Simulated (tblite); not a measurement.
Species: C8H13OP.
SMILES with atom numbers: `[CH3:1][CH2:2][P@@:3]1(=[O:4])[CH:5]=[CH:6][C:7]([CH3:8])=[C:9]1[CH3:10]` (hydrogens: H11, H12, H13 on C1; H14, H15 on C2; H16 on C5; H17 on C6; H18, H19, H20 on C8; H21, H22, H23 on C10)

A start from a force field or distance geometry was refined with GFN2-xTB geometry optimisation, gas phase in tblite 0.8.0. Values at the start:

```
  coordinate    start
       C1–C2  1.495 Å
      C1–H11  1.092 Å
       C2–P3  1.815 Å
      C2–H14  1.119 Å
      C2–H15  1.106 Å
       P3=O4  1.497 Å
       P3–C5  1.781 Å
       P3–C9  1.794 Å
       C5=C6  1.316 Å
       C6–C7  1.418 Å
      C6–H17  1.112 Å
       C7–C8  1.523 Å
       C7=C9  1.311 Å
      C8–H18  1.112 Å
      C9–C10  1.476 Å
     C10–H21  1.105 Å
    C2–P3–C5   113.4°
    C2–P3–C9   112.2°
    P3–C9–C7   106.1°
   P3–C9–C10   126.2°
    O4–P3–C5   112.3°
    O4–P3–C9   111.0°
    C6–C7–C8   123.2°
    C8–C7–C9   120.0°
 C1–C2–P3–O4     149°
 C2–P3–C5–C6     116°
 C2–P3–C9–C7    -117°
C6–C7–C9–C10     180°
```

Question: How do these coordinates change at the GFN2-xTB level?

Answer: 
```json
{"coordinate": "C6–C7", "GFN2-xTB (Å or °)": "1.464", "change": "+0.046"}
{"coordinate": "P3–C5", "GFN2-xTB (Å or °)": "1.818", "change": "+0.037"}
{"coordinate": "P3–C9", "GFN2-xTB (Å or °)": "1.826", "change": "+0.032"}
{"coordinate": "C7=C9", "GFN2-xTB (Å or °)": "1.343", "change": "+0.032"}
{"coordinate": "C6–H17", "GFN2-xTB (Å or °)": "1.081", "change": "-0.031"}
{"coordinate": "C7–C8", "GFN2-xTB (Å or °)": "1.493", "change": "-0.030"}
{"coordinate": "P3=O4", "GFN2-xTB (Å or °)": "1.469", "change": "-0.028"}
{"coordinate": "C2–P3", "GFN2-xTB (Å or °)": "1.842", "change": "+0.027"}
{"coordinate": "C8–H18", "GFN2-xTB (Å or °)": "1.086", "change": "-0.026"}
{"coordinate": "C2–H14", "GFN2-xTB (Å or °)": "1.094", "change": "-0.025"}
{"coordinate": "C1–C2", "GFN2-xTB (Å or °)": "1.518", "change": "+0.023"}
{"coordinate": "C5=C6", "GFN2-xTB (Å or °)": "1.335", "change": "+0.019"}
{"coordinate": "C10–H21", "GFN2-xTB (Å or °)": "1.090", "change": "-0.015"}
{"coordinate": "C9–C10", "GFN2-xTB (Å or °)": "1.488", "change": "+0.012"}
{"coordinate": "C2–H15", "GFN2-xTB (Å or °)": "1.094", "change": "-0.012"}
{"coordinate": "C1–H11", "GFN2-xTB (Å or °)": "1.088", "change": "-0.004"}
{"coordinate": "O4–P3–C9", "GFN2-xTB (Å or °)": "117.7", "change": "+6.7"}
{"coordinate": "C8–C7–C9", "GFN2-xTB (Å or °)": "126.4", "change": "+6.4"}
{"coordinate": "O4–P3–C5", "GFN2-xTB (Å or °)": "118.6", "change": "+6.3"}
{"coordinate": "C2–P3–C5", "GFN2-xTB (Å or °)": "107.2", "change": "-6.2"}
{"coordinate": "C2–P3–C9", "GFN2-xTB (Å or °)": "107.3", "change": "-4.9"}
{"coordinate": "P3–C9–C10", "GFN2-xTB (Å or °)": "121.5", "change": "-4.7"}
{"coordinate": "C6–C7–C8", "GFN2-xTB (Å or °)": "119.4", "change": "-3.8"}
{"coordinate": "P3–C9–C7", "GFN2-xTB (Å or °)": "109.3", "change": "+3.2"}
{"coordinate": "C1–C2–P3–O4", "GFN2-xTB (Å or °)": "-179", "change": "+32"}
{"coordinate": "C2–P3–C9–C7", "GFN2-xTB (Å or °)": "-107", "change": "+10"}
{"coordinate": "C2–P3–C5–C6", "GFN2-xTB (Å or °)": "108", "change": "-8"}
{"coordinate": "C6–C7–C9–C10", "GFN2-xTB (Å or °)": "178", "change": "-2"}
```

The energy falls by 14.9 kcal/mol over 141 L-BFGS steps, the largest force on an atom goes from 3.52 to 0.010 eV/Å, and the atoms move by 0.542 Å rms after alignment. The bond that changes most is C6–C7 (alkene CH carbon to fully substituted alkene carbon), which lengthens by 0.046 Å. Bonds longer at the end by more than 0.005 Å: 8 of 23; shorter: 12. Among the dihedrals that turn most is H12–C1–C2–H15, from 137° to 180°. Rotational constants go from 1556, 1008, 902.3 to 1510, 954.6, 921.7 MHz.

Time: 1.4 s. Hardware: one thread, Intel Xeon Platinum 8488C (x86_64), shared host with 96 logical CPUs at a one-minute load of 46.

Its GFN2-xTB frequencies are all real (lowest 36 cm⁻¹). The numbers are those of one conformer.

These are computed values.
